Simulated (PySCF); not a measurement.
State search for SnCl

Unrestricted PBE0; Sn def2-TZVPPD with ECP28, Cl def2-TZVPPD; scalar-relativistic core potentials (PySCF 2.14). Outer shells of the fragments: Sn 4d10 5s2 5p2; Cl 3s2 3p5.

Followed along the bond (rough minima from three points):

```
2Ms+1   unpaired  ⟨S²⟩ at the start  R at minimum (Å)  Te (eV)
    2        π ↑               0.75              2.38     0.00
    4  σ ↑, π ↑↑               3.75              2.39     3.39
```

Solutions found at the starting distance of 2.320 Å, counted from the lowest of them; the search is not exhaustive and high or unbound solutions are not listed, so other states can lie among these:

| 2Ms+1 | unpaired | term | E (eV) | ⟨S²⟩ | ⟨Lz²⟩ | μ (D) |
| --- | --- | --- | --- | --- | --- | --- |
| 2 | π ↑ | ²Π | 0.00 | 0.75 | 1.01 | -2.28 |
| 2 | σ ↑ | ²Σ⁺ | 2.54 | 0.75 | 0.00 | -1.03 |
| 4 | σ ↑, π ↑↑ | ⁴Σ⁻ | 3.40 | 3.75 | 0.00 | -1.06 |
| 2 | σ ↑, π ↑↓ | mixed | 4.14 | 1.76 | 2.02 | -0.51 |
| 2 | σ ↓, π ↑↑ | mixed | 4.24 | 1.77 | 0.00 | -0.13 |
| 4 | π ↑↑↑ | ⁴Π | 4.87 | 3.76 | 1.01 | 2.98 |

A term symbol is given only where ⟨S²⟩ and ⟨Lz²⟩ are close to those of a pure state; real π, δ and φ orbitals otherwise mix terms. A positive dipole means Sn(−)Cl(+).

Spin–orbit coupling is left out. Counting both spins, an empty level lies below a filled one in some of these solutions, because spin and occupation are held.
